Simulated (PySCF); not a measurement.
**Gallium: a sound run and one with changed settings**

Sound run: Ga [Ar] 3d10 4s2 4p1, Ga⁺ [Ar] 3d10 4s2. All numbers are calculated (PySCF 2.14, a scalar-relativistic core potential, in aug-cc-pVDZ-PP with ECP10MDF (5s4p3d, 32 functions)). The sound run starts from symmetry-adapted Hartree-Fock orbitals and uses a fine grid where one is needed.

Changed run: initial guess 1e, at most 2 SCF cycles. This setting is unsound on purpose.

| species | method | sound run (hartree) | changed run (hartree) | converged |
| --- | --- | --- | --- | --- |
| Ga | UHF | -258.29123 | -258.28834 | no |
| Ga | BP86 | -259.57604 | -259.10300 | no |
| Ga | LDA | -259.01626 | -258.46319 | no |
| Ga⁺ | UHF | -258.08833 | -258.08723 | no |
| Ga⁺ | BP86 | -259.35433 | -259.21065 | no |
| Ga⁺ | LDA | -258.79625 | -258.62212 | no |

The SCF was stopped early; the energies are upper bounds that still move, and correlated levels were skipped or rest on poor orbitals.
